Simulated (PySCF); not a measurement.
Gas-phase reaction: 4 GeHCl + 3 H2 ⇌ 2 GeH2Cl2 + Ge2H6

Energies from PySCF, thermal terms from the rigid-rotor harmonic-oscillator model, ideal gas at 1 bar. † marks an energy on the PBE0/def2-TZVP geometry and frequencies; other levels use their own. MP2 freezes the core. All species are closed-shell singlets. Ge: all electrons, no relativistic terms. GeHCl: computed as isolated molecules; such fragments, hydroxides, amides, oligomers or adducts are transient or little studied in the gas. MP2 isn't extrapolated to the basis-set limit.

```
level              ΔH°(298 K), kJ
-----------------  --------------
HF/def2-TZVP†                 [?]
M06-2X/def2-TZVP†            -474
MP2/def2-TZVPP†              -575
PBE/def2-SVP                 -479
PBE/def2-TZVP†               -445
PBE0/def2-QZVP†               [?]
PBE0/def2-SVP†                [?]
r2SCAN/def2-TZVP†             [?]
```

Task: What belongs in the gaps?

Result: 
- HF/def2-TZVP†, ΔH°(298 K), kJ: -489
- PBE0/def2-QZVP†, ΔH°(298 K), kJ: -514
- PBE0/def2-SVP†, ΔH°(298 K), kJ: -550
- r2SCAN/def2-TZVP†, ΔH°(298 K), kJ: -529
